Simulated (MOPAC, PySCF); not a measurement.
C₄H₃N, SMILES `C=C=CC#N`, neutral singlet in the gas phase. 

Cartesian coordinates (Å):
```xyz
8

C     -1.6867    -0.1467    -0.0532
C     -0.4344     0.1772    -0.0785
C      0.8304     0.5169    -0.1077
C      1.8778    -0.3897     0.2258
N      2.7465    -1.0993     0.4897
H     -2.1778    -0.5571    -0.9285
H     -2.2801    -0.0231     0.8458
H      1.1242     1.5219    -0.3935
```
Charge 0, multiplicity 1.

All levels are single points at this geometry (B3LYP-D3(BJ)/def2-TZVP); Pople sets use spherical d functions. Orbital energies aren't observables, and empty levels follow the basis.

B3LYP/6-311+G** in PySCF gives dipole (D) = 4.50.

### Question
Estimate the dipole (D) from each of these levels: ωB97X-D3(BJ)/def2-TZVP in PySCF; B3LYP/3-21G in PySCF; M06-2X/6-31G* in PySCF; PBE/6-31G* in PySCF; PM6 in MOPAC.

### Answer

| level | dipole (D) |
|---|---|
| ωB97X-D3(BJ)/def2-TZVP in PySCF | 4.49 |
| B3LYP/3-21G in PySCF | 4.02 |
| M06-2X/6-31G* in PySCF | 4.28 |
| PBE/6-31G* in PySCF | 4.17 |
| PM6 in MOPAC | 4.09 |
